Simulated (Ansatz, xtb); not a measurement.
Two isomers of C4H3FN2O2

We compare a, `O=C(O)c1nc[nH]c1F`, a singlet, with b, `O=C(O)c1cc(F)[nH]n1`, a singlet. Both are isolated molecules in the gas phase, relaxed with PBE-D3(BJ)/def2-SVP; the shapes shown needn't be the lowest conformers.

a (Å):

```xyz
12

C     0.3718   -0.8908    0.2294
C     0.1288    0.5632    0.1603
C    -0.9548    2.3985   -0.1977
C     0.9915    1.6126    0.4713
F     2.2391    1.6563    0.9056
N    -1.0804    1.0924   -0.2549
N     0.3031    2.7755    0.2438
O    -0.4277   -1.7590   -0.0605
O     1.6362   -1.1591    0.6694
H     1.6938   -2.1385    0.6783
H    -1.7232    3.1385   -0.4571
H     0.6708    3.7192    0.3815
```

b (Å):

```yaml
atoms:
  - { symbol: C, position_ang: [1.5212, -0.3620, -0.0428] }
  - { symbol: C, position_ang: [0.5353, 0.7297, 0.1358] }
  - { symbol: C, position_ang: [-0.3282, 0.8584, 1.2639] }
  - { symbol: C, position_ang: [-1.0419, 2.0064, 0.9733] }
  - { symbol: F, position_ang: [-1.9960, 2.6468, 1.6348] }
  - { symbol: N, position_ang: [-0.6025, 2.4794, -0.2328] }
  - { symbol: N, position_ang: [0.3633, 1.7149, -0.7660] }
  - { symbol: O, position_ang: [1.6843, -1.2580, 0.7693] }
  - { symbol: O, position_ang: [2.2217, -0.2651, -1.1962] }
  - { symbol: H, position_ang: [2.8274, -1.0375, -1.1863] }
  - { symbol: H, position_ang: [-0.4002, 0.2056, 2.1373] }
  - { symbol: H, position_ang: [-0.9333, 3.3136, -0.7223] }
```

Problem. Estimate which is lower in electronic energy at CCSD(T)/def2-SVP + ΔMP2/def2-TZVPP, and by roughly how much.

Solution. The CCSD(T)/def2-SVP + ΔMP2/def2-TZVPP calculation puts structure a lower, by 9.6 kcal/mol.

The same difference at several levels:

```json
{"level": "GFN2-xTB", "geometry": "GFN2-xTB", "E(b) − E(a) (kcal/mol)": "+10.8", "departure from the last row (kcal/mol)": "+1.2", "job, with rough time for the two": "optimisation, 0.12 s"}
{"level": "HF/STO-3G", "geometry": "GFN2-xTB", "E(b) − E(a) (kcal/mol)": "+8.9", "departure from the last row (kcal/mol)": "−0.7", "job, with rough time for the two": "single point, 0.42 s"}
{"level": "r2SCAN-D4/def2-SVP", "geometry": "GFN2-xTB", "E(b) − E(a) (kcal/mol)": "+10.0", "departure from the last row (kcal/mol)": "+0.4", "job, with rough time for the two": "single point, 4.1 s"}
{"level": "PBE-D3(BJ)/def2-SVP", "geometry": "PBE-D3(BJ)/def2-SVP", "E(b) − E(a) (kcal/mol)": "+9.0", "departure from the last row (kcal/mol)": "−0.5", "job, with rough time for the two": "optimisation, 19 s"}
{"level": "HF/def2-SVP", "geometry": "PBE-D3(BJ)/def2-SVP", "E(b) − E(a) (kcal/mol)": "+13.5", "departure from the last row (kcal/mol)": "+3.9", "job, with rough time for the two": "part of the CCSD(T) run"}
{"level": "MP2/def2-SVP", "geometry": "PBE-D3(BJ)/def2-SVP", "E(b) − E(a) (kcal/mol)": "+9.7", "departure from the last row (kcal/mol)": "+0.1", "job, with rough time for the two": "part of the CCSD(T) run"}
{"level": "CCSD(T)/def2-SVP", "geometry": "PBE-D3(BJ)/def2-SVP", "E(b) − E(a) (kcal/mol)": "+10.5", "departure from the last row (kcal/mol)": "+1.0", "job, with rough time for the two": "single point"}
{"level": "CCSD(T)/def2-SVP + ΔMP2/def2-TZVPP", "geometry": "PBE-D3(BJ)/def2-SVP", "E(b) − E(a) (kcal/mol)": "+9.6", "departure from the last row (kcal/mol)": "", "job, with rough time for the two": "single point, 1.9 min"}
```

As drawn, b has 1 C∷C, 1 N∷N in place of 2 C∷N (∷ is an aromatic bond).

None of the levels shown reverses the order. The largest departure from CCSD(T)/def2-SVP + ΔMP2/def2-TZVPP is that of HF/def2-SVP, 3.9 kcal/mol. The last row adds to CCSD(T) the change of the MP2 difference between the two basis sets, here −1.0 kcal/mol.

With thermal terms from frequencies at re-optimised GFN2-xTB minima (ideal gas, soft modes damped towards free rotors, one conformer each, 298.15 K, 1 atm): on the last row, ΔE + ΔZPE = +9.6, ΔH = +9.6, ΔG = +9.5 kcal/mol.

The correlated steps freeze 9 core orbitals. Run with Ansatz 0.2.0, xtb 6.7.1; the last row on 4 threads of Arm Neoverse V1 on a shared host.
